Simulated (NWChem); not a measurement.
System: hydrogen sulfate (HSO4 anion); SMILES OS(=O)([O-])=O

The following NWChem deck was run.

```
start job
memory heap 200 mb stack 900 mb global 1100 mb
charge -1
geometry units angstroms noautosym nocenter noautoz
  O     -0.063529    -1.287643    -0.823386
  S      0.006026     0.172005     0.076375
  O      0.054943    -0.342402     1.478533
  O     -1.244229     0.874554    -0.295562
  O      1.249813     0.826501    -0.394394
  H      0.009116    -1.967039    -0.139946
end
basis spherical
  * library def2-svp
end
dft
  xc xpbe96 cpbe96
  iterations 150
end
task dft gradient
```

Output (shortened):

```
             Northwest Computational Chemistry Package (NWChem) 7.3.0
             --------------------------------------------------------

                             Geometry "geometry" -> ""
                             -------------------------

 Output coordinates in angstroms (scale by  1.889725989 to convert to a.u.)

  No.       Tag          Charge          X              Y              Z
 ---- ---------------- ---------- -------------- -------------- --------------
    1 O                    8.0000    -0.06352900    -1.28764300    -0.82338600
    2 S                   16.0000     0.00602600     0.17200500     0.07637500
    3 O                    8.0000     0.05494300    -0.34240200     1.47853300
    4 O                    8.0000    -1.24422900     0.87455400    -0.29556200
    5 O                    8.0000     1.24981300     0.82650100    -0.39439400
    6 H                    1.0000     0.00911600    -1.96703900    -0.13994600

 Effective nuclear repulsion energy (a.u.)     270.0992260931

  pbe96 is a nonlocal functional; adding pw91lda local functional.

                                 NWChem DFT Module
                                 -----------------

 Summary of "ao basis" -> "ao basis" (spherical)
 ------------------------------------------------------------------------------
       Tag                 Description            Shells   Functions and Types
 ---------------- ------------------------------  ------  ---------------------
 O                          def2-svp                 6       14   3s2p1d
 S                          def2-svp                 8       18   4s3p1d
 H                          def2-svp                 3        5   2s1p

            General Information
            -------------------
          SCF calculation type: DFT
          Wavefunction type:  closed shell.
          No. of atoms     :     6
          No. of electrons :    50
           Alpha electrons :    25
            Beta electrons :    25
          Charge           :    -1
          Spin multiplicity:     1
          Use of symmetry is: off; symmetry adaption is: off
          Maximum number of iterations: 150
          AO basis - number of functions:    79
                     number of shells:    35
          Convergence on energy requested:  1.00D-06
          Convergence on density requested:  1.00D-05
          Convergence on gradient requested:  5.00D-04

              XC Information
              --------------
          PerdewBurkeErnzerhof Exchange Functional  1.000
            Perdew 1991 LDA Correlation Functional  1.000 local
           PerdewBurkeErnz. Correlation Functional  1.000 non-local

             Grid Information
             ----------------
          Grid used for XC integration:  medium
          Radial quadrature: Mura-Knowles
          Angular quadrature: Lebedev.
          Tag              B.-S. Rad. Rad. Pts. Rad. Cut. Ang. Pts.
          ---              ---------- --------- --------- ---------
          O                   0.60       49           9.0       434
          S                   1.00       88           8.0       590
          H                   0.35       45           8.0       434
          Grid pruning is: on
          Number of quadrature shells:   329
          Spatial weights used:  Erf1

      Superposition of Atomic Density Guess
      -------------------------------------

 Sum of atomic energies:        -696.61121293

 Renormalizing density from      49.00 to     50

      Non-variational initial energy
      ------------------------------

 Total energy =    -706.867739
 1-e energy   =   -1531.218793
 2-e energy   =     554.251827
 HOMO         =      -0.071128
 LUMO         =       0.360690

   convergence    iter        energy       DeltaE   RMS-Dens  Diis-err
 ---------------- ----- ----------------- --------- --------- ---------
 d= 0,ls=0.0,diis     1   -698.4495236127 -9.69D+02  4.95D-02  3.61D+00
 d= 0,ls=0.0,diis     2   -697.3177798461  1.13D+00  3.32D-02  1.62D+01
 d= 0,ls=0.0,diis     3   -698.8298911383 -1.51D+00  6.93D-03  4.06D-01
 d= 0,ls=0.0,diis     4   -698.8572327164 -2.73D-02  3.02D-03  1.24D-01
 d= 0,ls=0.0,diis     5   -698.8678028153 -1.06D-02  8.75D-04  1.63D-02
  Resetting Diis
 d= 0,ls=0.0,diis     6   -698.8692602508 -1.46D-03  1.80D-04  2.12D-04
 d= 0,ls=0.0,diis     7   -698.8692687181 -8.47D-06  3.30D-04  1.36D-04
 d= 0,ls=0.0,diis     8   -698.8691799693  8.87D-05  2.42D-04  1.04D-03
 d= 0,ls=0.0,diis     9   -698.8692820766 -1.02D-04  7.35D-06  5.48D-07
 d= 0,ls=0.0,diis    10   -698.8692821236 -4.70D-08  2.71D-06  9.48D-08

         Total DFT energy =     -698.869282123590
      One electron energy =    -1512.631474024077
           Coulomb energy =      604.021538245073
    Exchange-Corr. energy =      -60.358572437713
 Nuclear repulsion energy =      270.099226093128

 Numeric. integr. density =       50.000002088891

                       DFT Final Molecular Orbital Analysis
                       ------------------------------------

 Vector   23  Occ=2.000000D+00  E=-3.561453D-02
              MO Center= -3.7D-02, -1.0D-01,  7.3D-01, r^2= 2.3D+00
   Bfn.  Coefficient  Atom+Function         Bfn.  Coefficient  Atom+Function
  ----- ------------  ---------------      ----- ------------  ---------------
    37      0.498893  3 O  py                40      0.383774  3 O  py
    52     -0.235724  4 O  pz                66     -0.204681  5 O  pz
     6      0.186404  1 O  pz                55     -0.173444  4 O  pz
    69     -0.149814  5 O  pz                 9      0.126644  1 O  pz
    38      0.103987  3 O  pz                30      0.098555  2 S  d  0

 Vector   24  Occ=2.000000D+00  E=-1.947702D-02
              MO Center=  4.2D-02,  2.2D-01, -3.8D-01, r^2= 2.7D+00
   Bfn.  Coefficient  Atom+Function         Bfn.  Coefficient  Atom+Function
  ----- ------------  ---------------      ----- ------------  ---------------
     4      0.345829  1 O  px                65      0.298778  5 O  py
    51     -0.282111  4 O  py                 7      0.257340  1 O  px
    66      0.232773  5 O  pz                68      0.228057  5 O  py
    54     -0.215086  4 O  py                52     -0.193784  4 O  pz
    69      0.179084  5 O  pz                50     -0.151473  4 O  px

 Vector   25  Occ=2.000000D+00  E= 1.056902D-03
              MO Center=  2.5D-02,  4.7D-01,  2.3D-01, r^2= 2.7D+00
   Bfn.  Coefficient  Atom+Function         Bfn.  Coefficient  Atom+Function
  ----- ------------  ---------------      ----- ------------  ---------------
    36      0.377844  3 O  px                39      0.292080  3 O  px
    52      0.282933  4 O  pz                66     -0.269815  5 O  pz
    55      0.216596  4 O  pz                64     -0.210711  5 O  px
    69     -0.206503  5 O  pz                50     -0.196264  4 O  px
    65      0.193640  5 O  py                51     -0.184818  4 O  py

 Vector   26  Occ=0.000000D+00  E= 2.087801D-01
              MO Center=  1.8D-02, -1.8D+00, -4.7D-02, r^2= 2.8D+00
   Bfn.  Coefficient  Atom+Function         Bfn.  Coefficient  Atom+Function
  ----- ------------  ---------------      ----- ------------  ---------------
    76      1.276104  6 H  s                  3     -0.793233  1 O  s
    18      0.374326  2 S  s                  9     -0.306299  1 O  pz
     6     -0.222002  1 O  pz                 2     -0.195689  1 O  s
     8      0.195888  1 O  py                17      0.190170  2 S  s
    49     -0.176599  4 O  s                 75      0.173554  6 H  s

 Vector   27  Occ=0.000000D+00  E= 2.589864D-01
              MO Center= -2.7D-03, -3.9D-01, -1.2D-01, r^2= 2.4D+00
   Bfn.  Coefficient  Atom+Function         Bfn.  Coefficient  Atom+Function
  ----- ------------  ---------------      ----- ------------  ---------------
    26      0.683461  2 S  py                76      0.534322  6 H  s
     8      0.523317  1 O  py                18     -0.475795  2 S  s
    17     -0.448752  2 S  s                  5      0.400815  1 O  py
    23      0.388150  2 S  py                27      0.367264  2 S  pz
    16      0.233430  2 S  s                 24      0.233395  2 S  pz

 Vector   28  Occ=0.000000D+00  E= 2.844087D-01
              MO Center=  2.4D-02,  3.7D-01,  3.6D-01, r^2= 2.4D+00
   Bfn.  Coefficient  Atom+Function         Bfn.  Coefficient  Atom+Function
  ----- ------------  ---------------      ----- ------------  ---------------
    18      1.409443  2 S  s                 35     -0.479995  3 O  s
    49     -0.427474  4 O  s                 63     -0.428500  5 O  s
    17      0.393070  2 S  s                 76     -0.379172  6 H  s
    26      0.368974  2 S  py                27      0.365780  2 S  pz
    53     -0.331238  4 O  px                41      0.321321  3 O  pz

     Multipole analysis of the density
     ---------------------------------

     L   x y z        total         alpha         beta         nuclear
     -   - - -        -----         -----         ----         -------
     0   0 0 0     -1.000000    -25.000000    -25.000000     49.000000

     1   1 0 0      0.011509     -0.071267     -0.071267      0.154043
     1   0 1 0     -0.897337     -1.727182     -1.727182      2.557028
     1   0 0 1      0.009649     -0.754450     -0.754450      1.518550

     2   2 0 0    -31.865322    -60.460634    -60.460634     89.055945
     2   1 1 0     -0.055468     -0.136978     -0.136978      0.218489
     2   1 0 1     -0.009785     -0.135351     -0.135351      0.260916
     2   0 2 0    -27.311397    -67.450768    -67.450768    107.590139
     2   0 1 1      0.342327     -0.260310     -0.260310      0.862948
     2   0 0 2    -31.863737    -60.513639    -60.513639     89.163541

            General Information
            -------------------
          SCF calculation type: DFT
          Wavefunction type:  closed shell.
          No. of atoms     :     6
          No. of electrons :    50
           Alpha electrons :    25
            Beta electrons :    25
          Charge           :    -1
          Spin multiplicity:     1
          Use of symmetry is: off; symmetry adaption is: off
          Maximum number of iterations: 150
          AO basis - number of functions:    79
                     number of shells:    35
          Convergence on energy requested:  1.00D-06
          Convergence on density requested:  1.00D-05
          Convergence on gradient requested:  5.00D-04

              XC Information
              --------------
          PerdewBurkeErnzerhof Exchange Functional  1.000
            Perdew 1991 LDA Correlation Functional  1.000 local
           PerdewBurkeErnz. Correlation Functional  1.000 non-local

             Grid Information
             ----------------
          Grid used for XC integration:  medium
          Radial quadrature: Mura-Knowles
          Angular quadrature: Lebedev.
          Tag              B.-S. Rad. Rad. Pts. Rad. Cut. Ang. Pts.
          ---              ---------- --------- --------- ---------
          O                   0.60       49           9.0       434
          S                   1.00       88           8.0       590
          H                   0.35       45           8.0       434
          Grid pruning is: on
          Number of quadrature shells:   329
          Spatial weights used:  Erf1

          Convergence Information
          -----------------------
          Convergence aids based upon iterative change in
          total energy or number of iterations.
          Levelshifting, if invoked, occurs when the
          HOMO/LUMO gap drops below (HL_TOL):  1.00D-02
          DIIS, if invoked, will attempt to extrapolate
          using up to (NFOCK): 10 stored Fock matrices.

                    Damping( 0%)  Levelshifting(0.5)       DIIS
                  --------------- ------------------- ---------------
          dE  on:    start            ASAP                start
          dE off:    2 iters        150 iters           150 iters

                            NWChem DFT Gradient Module
                            --------------------------

  charge          =  -1.00
  wavefunction    = closed shell

                         DFT ENERGY GRADIENTS

    atom               coordinates                        gradient
                 x          y          z           x          y          z
   1 O      -0.120052  -2.433292  -1.555974    0.001479   0.001628   0.014689
   2 S       0.011387   0.325042   0.144328   -0.000476  -0.001549  -0.003592
   3 O       0.103827  -0.647046   2.794022   -0.000249   0.004339  -0.008344
   4 O      -2.351252   1.652667  -0.558531    0.008024  -0.003690   0.002963
   5 O       2.361804   1.561860  -0.745297   -0.007856  -0.003447   0.003531
   6 H       0.017227  -3.717165  -0.264460   -0.000922   0.002719  -0.009246
```

Level: PBE/def2-SVP. Sets without diffuse functions describe the anion's extra electron poorly. Coordinates come from a B3LYP/def2-SVPD optimisation. The highest occupied level is positive, so the extra electron may be held by the finite basis.
